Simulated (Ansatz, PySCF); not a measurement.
Process, species as SMILES: O[Si](O)(Br)Br + 4 [H][H] (H2) → 2 Br (HBr) + 2 O (H2O) + [SiH4] (SiH4)
Geometries: B3LYP-D3(BJ)/def2-TZVP minima from Ansatz (a first-principles code), one conformer each, not searched for the lowest. Frequencies are from Ansatz or PySCF.

Property: energy of full hydrogenation (0 K, with B3LYP-D3(BJ) harmonic zero-point energies), in kJ/mol. Valence correlation only, unless marked. No spin-orbit coupling. The frozen core is the preceding noble-gas configuration, with the filled d and f shells of earlier blocks. No relativistic terms. Basis-set limits of correlation are two-point, X^-3; Hartree-Fock from the larger set. The bracket is a focal-point correction in the basis named.

```
level                                                                 program  energy of full hydrogenation (kJ/mol)
-------------------------------------------------------------  --------------  -------------------------------------
PBE-D3(BJ)/def2-TZVPD                                          Ansatz + dftd3                                  334.9
BLYP/def2-TZVPD                                                        Ansatz                                  312.1
B3LYP-D3(BJ)/def2-TZVPD                                        Ansatz + dftd3                                  344.1
BHLYP/def2-TZVPD                                                       Ansatz                                  323.4
HSE06-D3(BJ)/def2-TZVPD                                        Ansatz + dftd3                                  336.9
PBE-QIDH/def2-TZVPD                                                    Ansatz                                  354.8
MP2/STO-3G                                                             Ansatz                                  325.2
CCSD/STO-3G                                                            Ansatz                                  296.3
CCSD(T)/def2-SVP                                                       Ansatz                                  282.4
RI-MP2/CBS(def2-TZVPPD,def2-QZVPPD)+[CCSD(T)-MP2]/def2-TZVPPD          Ansatz                                  348.0
```
